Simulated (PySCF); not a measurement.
B(Cl)(Me)(OSiH3) (CH₆BClOSi), SMILES B(Cl)(O[SiH3])C.

Geometry: PBE-D3(BJ)/def2-SVP. The structure was generated by enumeration, and PubChem lists no compound with its InChIKey, so it may never have been made. The values are those of a single conformer.

The numbers are results of PBE-D3(BJ)/def2-SVP in PySCF, not measurements.

Frequencies are harmonic and unscaled.

Task: Give all harmonic wavenumbers and intensities. (An estimate is asked for; the answer gives what the named calculation found.)

Result: 
| mode | ν (cm⁻¹) | IR (km/mol) | moving atoms (share of kinetic energy) |
|---|---|---|---|
| 1 | 20 | 0.3 | H 95 % |
| 2 | 62 | 0.9 | H 94 % |
| 3 | 89 | 0.3 | O 63 %, H 16 %, Cl 9 %, Si 8 % |
| 4 | 124 | 0.5 | O 27 %, Si 21 %, C 21 %, H 18 % |
| 5 | 265 | 3.6 | Cl 25 %, C 24 %, H 19 %, Si 19 % |
| 6 | 333 | 4.1 | Cl 42 %, O 18 %, H 16 %, Si 12 %, C 9 % |
| 7 | 427 | 1.0 | B 54 %, H 38 % |
| 8 | 564 | 39.5 | C 33 %, H 21 %, O 17 %, Cl 14 %, Si 9 % |
| 9 | 698 | 52.5 | H 79 %, O 9 %, Si 8 % |
| 10 | 704 | 43.9 | H 85 %, Si 9 % |
| 11 | 744 | 1.7 | H 39 %, B 18 %, O 16 %, Si 11 %, C 10 % |
| 12 | 841 | 15.3 | H 51 %, B 29 %, C 19 % |
| 13 | 896 | 0.7 | H 37 %, O 29 %, C 14 %, B 13 % |
| 14 | 911 | 64.1 | H 96 % |
| 15 | 914 | 54.0 | H 96 % |
| 16 | 938 | 426.3 | H 81 %, Si 14 % |
| 17 | 1054 | 232.4 | B 63 %, H 24 %, C 9 % |
| 18 | 1265 | 101.0 | H 66 %, C 22 % |
| 19 | 1352 | 351.4 | H 55 %, B 24 %, O 17 % |
| 20 | 1383 | 4.8 | H 96 % |
| 21 | 1413 | 328.6 | H 46 %, B 32 %, O 16 % |
| 22 | 2169 | 81.7 | H 97 % |
| 23 | 2196 | 90.5 | H 97 % |
| 24 | 2202 | 108.5 | H 96 % |
| 25 | 2976 | 0.5 | H 97 % |
| 26 | 3057 | 1.0 | H 91 %, C 9 % |
| 27 | 3079 | 11.5 | H 91 %, C 9 % |
